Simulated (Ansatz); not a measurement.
Basis sets compared for the cluster Cd3F4⁺. Charge 1, multiplicity 2. Geometry r2SCAN-D4/def2-SVP. Ansatz on 4 threads of Arm Neoverse V1 on a shared host; times are rough, and most runs start from earlier orbitals.

```xyz
7

Cd    0.691    1.602    0.472
Cd   -0.478   -1.125    1.341
Cd   -0.296   -0.655   -2.476
F     0.494    1.140   -1.530
F     1.418   -0.160    1.421
F    -1.099    0.911    1.395
F    -0.728   -1.713   -0.624
```

In the def2 sets Cd takes a core potential; there is no spin–orbit coupling. Another isomer (doublet) lies 0.03 eV lower at PBE0-D4/def2-TZVP; other spin states weren't run for this one.

```tsv
level	functions	energy (Eh)	HOMO (eV)	LUMO (eV)	wall time
PBE-D4/def2-SVP	149	-901.7249	-9.59	-9.11	4 s
PBE0-D4/def2-SVP	149	-901.6962	-9.89	-8.06	6.5 s
```

Estimate the rows for PBE-D4/def2-TZVP (with forces), PBE0-D4/def2-TZVP.


```tsv
level	functions	energy (Eh)	HOMO (eV)	LUMO (eV)	wall time
PBE-D4/def2-TZVP (with forces)	244	-902.3333	-9.73	-9.25	7.5 s
PBE0-D4/def2-TZVP	244	-902.2968	-10.02	-8.18	15 s
```
